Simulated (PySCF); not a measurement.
Computed properties of Si(F)3(NH2) (F3H2NSi), SMILES N[Si](F)(F)F

Si(F)3(NH2) (F3H2NSi), SMILES F[Si](F)(N)F. Coordinates come from a B3LYP-D3(BJ)/def2-SVP optimisation. The values are those of a single conformer. All values are computed for the isolated molecule unless a solvent is named; none is compared with measurement here.

**Structure.** The optimised structure has Cs symmetry. All 15 harmonic modes at B3LYP-D3(BJ)/def2-SVP (PySCF) are real, so it is a minimum. With heavy atoms numbered as in [NH2:1][Si:2]([F:3])([F:4])[F:5], the shortest bond between them is Si2–F4 at 1.604 Å and the longest N1–Si2 at 1.683 Å.

**Vibrations.** The strongest infrared lines (harmonic, unscaled, degenerate partners summed) lie at 1013 cm⁻¹ (231 km/mol, Si 52 %, F 42 %), 1001 cm⁻¹ (227 km/mol, Si 49 %, N 29 %, F 14 %), 967 cm⁻¹ (200 km/mol, F 49 %, Si 49 %). The softest mode is at 71 cm⁻¹ and the zero-point energy is 21.9 kcal/mol.

**Electronic structure.** HF/def2-TZVP (PySCF) places the frontier levels at -12.56 and 3.06 eV, a gap of 15.62 eV, and gives a dipole moment of 3.18 D and a mean polarisability of 24.9 bohr³.

**Excitations.** TDDFT-B3LYP/def2-SVPD (PySCF) has S1 at 6.96 eV (178 nm, f = 0.047, weak); the most intense of the 10 singlets computed lies at 10.70 eV (f = 0.17). T1 (TDA) is at 6.52 eV. No vertical singlet excitation falls in the visible range (under 3.1 eV).

**NMR.** GIAO shifts at KT2/pcSseg-1 (PySCF) (non-relativistic, atoms alike by connectivity averaged): ¹H at 1.3 ppm against TMS; ²⁹Si at -67.6 ppm against TMS; ¹⁹F at -186.6 ppm against CFCl3.
